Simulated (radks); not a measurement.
Spin polarisation of the 4s1 shell in Ca+. Start: [Ar] 4s(up 0.5, down 0.5); electrons of 4s are moved from spin down to spin up, other shells keep equal spins. Calculated with a radial shooting solver on a logarithmic mesh with Libxc functionals: scalar-relativistic Kohn-Sham, PBE, spin-polarised, spherical densities, finite nucleus; Fermi nuclear charge, rms radius of each element as measured or else 0.836 A^(1/3) + 0.57 fm.

[
 {"moment (Bohr magnetons)": "0", "E - E(0) (eV)": "0.000", "e(4s up) (eV)": "-8.966", "e(4s down) (eV)": "-8.966", "3p down minus up (eV)": "0.000", "3s down minus up (eV)": "0.000", "2p down minus up (eV)": "0.000"},
 {"moment (Bohr magnetons)": "0.25", "E - E(0) (eV)": "-0.013", "e(4s up) (eV)": "-9.071", "e(4s down) (eV)": "-8.857", "3p down minus up (eV)": "0.037", "3s down minus up (eV)": "0.029", "2p down minus up (eV)": "0.007"},
 {"moment (Bohr magnetons)": "0.5", "E - E(0) (eV)": "-0.053", "e(4s up) (eV)": "-9.171", "e(4s down) (eV)": "-8.750", "3p down minus up (eV)": "0.075", "3s down minus up (eV)": "0.058", "2p down minus up (eV)": "0.015"},
 {"moment (Bohr magnetons)": "0.75", "E - E(0) (eV)": "-0.118", "e(4s up) (eV)": "-9.261", "e(4s down) (eV)": "-8.640", "3p down minus up (eV)": "0.113", "3s down minus up (eV)": "0.088", "2p down minus up (eV)": "0.022"}
]

At moment 0.75 the spin-polarisation energy is -0.118 eV and the 4s exchange splitting 0.621 eV, that is 0.828 eV per Bohr magneton; E = -I m^2/4 would give I = 0.841 eV.
